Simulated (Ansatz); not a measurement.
Geometry optimisation, UKS PBE-D4/6-31G* (Ansatz).

Input file:

```yaml
crystal:
  periodic: [false, false, false]
  atoms:
    - { symbol: Si, position_ang: [-0.251082, 0.221431, -0.072357] }
    - { symbol: O, position_ang: [0.983986, -0.76126, 0.663916] }
    - { symbol: H, position_ang: [-0.441263, -0.165012, -1.503581] }
    - { symbol: H, position_ang: [-1.392985, -0.006776, 0.85087] }
    - { symbol: "N", position_ang: [0.038738, 1.929143, -0.132958] }
    - { symbol: H, position_ang: [-0.358546, -2.558977, 0.39816] }
    - { symbol: F, position_ang: [-1.090517, -2.641671, -0.1588] }
    - { symbol: H, position_ang: [1.783298, -0.822447, 0.106871] }
    - { symbol: H, position_ang: [0.600069, 2.336534, -0.880261] }
    - { symbol: H, position_ang: [0.128401, 2.469034, 0.728039] }
magnetization:
  spin_polarized: true
basis:
  gaussian: { orbitals: "6-31G*" }
hamiltonian:
  xc: pbe
  dispersion: d4
relax:
  f_tol: 0.03
  max_steps: 50
```

Launched with:

```bash
$ ansatz run input.yaml --threads 2 --pin off --max-ram 3072MiB --backend cpu --events-out ev --progress --plain --runs-dir out
```

Where does it end, and by what steps?

The run converged. After 7 steps the energy has fallen by 0.196 eV; F7 moved furthest, 0.40 Å.

| step | energy less start (eV) | largest force component (eV/Å) | accepted |
| --- | --- | --- | --- |
| 0 | 0.0000 | 1.225 | yes |
| 1 | -0.0905 | 1.132 | yes |
| 2 | -0.1669 | 0.662 | yes |
| 3 | -0.1142 | 2.649 | no |
| 4 | -0.1905 | 0.228 | yes |
| 5 | -0.1924 | 0.234 | yes |
| 6 | -0.1958 | 0.055 | yes |
| 7 | -0.1961 | 0.021 | yes |

```xyz
10
Properties=species:S:1:pos:R:3
Si -0.354 0.259 -0.118
O 0.750 -0.856 0.579
H -0.559 -0.063 -1.564
H -1.547 0.086 0.753
N 0.122 1.919 -0.094
H -0.125 -2.303 0.383
F -0.814 -2.870 0.019
H 1.599 -0.918 0.098
H 0.692 2.319 -0.838
H 0.237 2.427 0.783
```

Whether the end is a true minimum wasn't checked by a vibrational analysis.

Run time: 15 s on 2 threads of Intel(R) Xeon(R) Platinum 8375C CPU @ 2.90GHz (Ice Lake), on a shared host, peak memory 0.19 GiB.
